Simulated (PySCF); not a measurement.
A structure optimised at PBE-D3(BJ)/def2-SVP, used in a PySCF frequency run:

```
O
C 1 1.4064
H 2 1.1164 1 110.52
H 2 1.1168 3 106.84 1 -120.83
H 2 1.1188 3 106.53 4 -113.62
In 1 2.0276 2 123.73 3 125.11
O 6 2.0125 1 106.08 2 178.76
C 7 1.4160 6 120.61 1 -0.23
H 8 1.1138 7 114.08 6 -0.48
H 8 1.1156 9 107.54 7 122.48
H 8 1.1157 9 107.52 10 115.00
H 6 1.7153 7 126.57 8 -179.83
```
Charge 0, spin multiplicity 1.

Task: Write its SMILES and formula.

Result: C[O][InH][O]C, C2H7InO2

Task: What are its rotational constants (standard atomic weights)?

Result: 4.2539, 1.9086, 1.3402 GHz
